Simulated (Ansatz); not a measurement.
The same path of AlFH5N + H3N (12 atoms, charge 0, multiplicity 1) was run twice with different band settings.

These are results of RKS BLYP-D4/def2-SVP in Ansatz 0.2.0, not measurements.

Relaxed end points:

```xyz
12
Properties=species:S:1:pos:R:3
Al -1.647 0.177 -0.798
F -0.234 0.331 -1.776
H -2.484 -1.160 -1.066
H -2.341 1.571 -0.429
H 0.398 -0.175 0.709
N -0.616 -0.276 0.946
H 1.532 0.230 -0.930
N 2.318 0.139 -0.269
H -0.764 -1.241 1.278
H -0.817 0.354 1.736
H 2.375 -0.801 0.132
H 2.280 0.851 0.466
```

```xyz
12
Properties=species:S:1:pos:R:3
Al -1.607 0.171 -0.784
F -0.196 0.407 -1.764
H -2.389 -1.186 -1.127
H -2.380 1.538 -0.458
H 0.389 -0.200 0.825
N -0.669 -0.267 0.987
H 1.486 0.232 -0.868
N 1.974 0.035 0.027
H -0.876 -1.217 1.330
H -0.915 0.384 1.747
H 2.617 -0.750 -0.148
H 2.567 0.852 0.232
```

Common settings: spring 5.0 eV/Å²; optimiser quadratic models (default); start path through a guess of the saddle point; force threshold 0.05 eV/Å; iteration limit 60; end points relaxed.

| run | movable images | climbing image |
| --- | --- | --- |
| 1 | 7 | yes |
| 2 | 8 | no |

(1) What does each run give, and how far can it be trusted?

Answers

(1) Run 1: converged after 15 iterations, highest image 0.005 eV above the first end. The top lies less than 8 meV above the higher end, about what the thresholds resolve: that end is a shoulder or a very shallow well. A vibrational analysis at the climbing image gives one clearly imaginary mode, 425i cm⁻¹: a first-order saddle point.
Run 2: converged after 23 iterations, highest image 0.001 eV above the first end. The top lies less than 8 meV above the higher end, about what the thresholds resolve: that end is a shoulder or a very shallow well. No image climbed, so the highest image needn't sit at the top of the path.
